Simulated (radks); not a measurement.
The numbers below are computed, except where a source is named.
Ionisation of neutral titanium, [Ar] 3d2 4s2, to Ti+, [Ar] 3d2 4s1, under several functionals. Scalar-relativistic Kohn-Sham, spin-polarised, spherical densities, point nucleus; open shells are filled with parallel spins first; a radial shooting solver on a logarithmic mesh with Libxc functionals.

functional	E(Ti) (hartree)	Exc (hartree)	IE (eV)	-e(HOMO) (eV)	<r> HOMO (bohr)	IE error (eV)
exchange-only LDA	-849.98376	-38.26078	5.616	3.303	3.740	-1.212
XLYP	-854.05159	-42.42667	6.893	4.117	3.593	+0.065
exchange-only B88	-852.92152	-41.26630	5.810	3.441	3.741	-1.018
SOGGA	-852.47378	-40.81401	6.521	4.076	3.620	-0.307
exchange-only PBE	-852.71465	-41.05171	5.966	3.466	3.744	-0.862
PBE	-853.59185	-41.95780	6.705	4.174	3.607	-0.123
RPBE	-853.76839	-42.13908	6.683	4.127	3.643	-0.145
revPBE	-853.71950	-42.08924	6.629	4.129	3.631	-0.200

NIST Atomic Spectra Database: 6.828 eV (measured). Closest: XLYP. The Delta-SCF values span 1.28 eV, the total energies 4.07 hartree. The highest occupied level is 4s. Open shells are spherical and high-spin; term and fine-structure splittings are not resolved.
